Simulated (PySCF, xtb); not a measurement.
SnOBr2, SMILES [Br][Sn](=[O])[Br].

Harmonic wavenumbers (cm⁻¹) from GFN2-xTB (xtb) at its own minimum, in rising order: 62, 74, 122, 193, 250, 687.

Q: What does B3LYP-D3(BJ)/def2-SVP (PySCF) give at its own minimum? (An estimate is asked for; the answer gives what the named calculation found.)

A: 77, 111, 134, 240, 265, 804. Paired by order, the mean absolute difference is 40 cm⁻¹ and the zero-point energies are 2.0 and 2.3 kcal/mol.
